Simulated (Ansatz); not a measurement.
Breaking a bond: C4H14Al2O6, singlet. The Al1–O22 bond (Al1 also carries Al, O, O, O; O22 carries C) is stretched with both fragments frozen at the PBE0/def2-SVP optimised geometry.

UKS-PBE0 = unrestricted PBE0/def2-SVP (Ansatz, a program for electronic structure); RKS-PBE0 = Ansatz with restricted PBE0/def2-SVP; UKS-CAM-B3LYP = Ansatz with unrestricted CAM-B3LYP/def2-SVP; RKS-CAM-B3LYP = restricted CAM-B3LYP/def2-SVP in Ansatz; UKS-PBE = unrestricted PBE/def2-SVP (Ansatz); RKS-PBE = restricted PBE/def2-SVP run with Ansatz.

Scanned distances (Å): 1.41, 1.48, 1.59, 1.64, 1.70, 1.75, 1.84, 1.90, 2.07, 2.22, 2.48, 2.82, 3.13, 3.55, 4.13, 4.97.

Question: Where does the unrestricted solution first break spin symmetry (<S²> of 0.01 or more)?

Answer: UKS-PBE0: between 2.48 and 2.82 Å; UKS-CAM-B3LYP: between 2.48 and 2.82 Å; UKS-PBE: between 2.82 and 3.13 Å.

```tsv
R / Å	<S²> UKS-PBE0	E(RKS-PBE0) − E(UKS-PBE0) / mEh	<S²> UKS-CAM-B3LYP	E(RKS-CAM-B3LYP) − E(UKS-CAM-B3LYP) / mEh	<S²> UKS-PBE	E(RKS-PBE) − E(UKS-PBE) / mEh
1.41	0.00	0.0	0.00	0.0	0.00	0.0
1.48	0.00	0.0	0.00	0.0	0.00	0.0
1.59	0.00	0.0	0.00	0.0	0.00	0.0
1.64	0.00	0.0	0.00	0.0	0.00	0.0
1.70	0.00	0.0	0.00	0.0	0.00	0.0
1.75	0.00	0.0	0.00	0.0	0.00	0.0
1.84	0.00	0.0	0.00	0.0	0.00	0.0
1.90	0.00	0.0	0.00	0.0	0.00	0.0
2.07	0.00	0.0	0.00	0.0	0.00	0.0
2.22	0.00	0.0	0.00	0.0	0.00	0.0
2.48	0.00	0.0	0.00	0.0	0.00	0.0
2.82	0.19	0.9	0.12	0.3	0.00	0.0
3.13	0.56	9.6	0.58	9.6	0.37	2.6
3.55	0.81	24.5	0.85	28.0	0.63	9.5
4.13	0.94	41.0	0.97	50.2	0.79	17.6
4.97	1.00	56.2	1.00	72.0	0.88	24.4
```
